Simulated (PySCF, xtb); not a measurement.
C2H5NOSi, SMILES C([SiH2]O)C#N.

GFN2-xTB (xtb) at its own geometry gives an orbital gap of 5.66 eV and a dipole moment of 5.12 D.

Coordinates come from a B3LYP-D3(BJ)/def2-SVP optimisation. The structure was generated by enumeration, and PubChem lists no compound with its InChIKey, so it may never have been made. Other conformers were not sampled.

**Question.** What does HF/def2-TZVP (PySCF) give? (The exact figures need the calculation; the answer reports its results.)

**Answer.** gap 14.48 eV (levels -11.86 and 2.63 eV), dipole 4.78 D.
